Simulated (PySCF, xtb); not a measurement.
GaCl₄, SMILES [Cl][Ga-]([Cl])([Cl])[Cl], charge -1.

GFN2-xTB (xtb) at its own geometry gives an orbital gap of 6.27 eV.

The structure is a stationary point at PBE0-D3(BJ)/def2-SVPD. The isomer is the one that the SMILES or the coordinates give; other isomers of the formula were not compared.

What does PBE/def2-SVPD in PySCF give? (An estimate is asked for; the answer gives what the named calculation found.)

gap 5.23 eV (levels -3.24 and 1.99 eV).
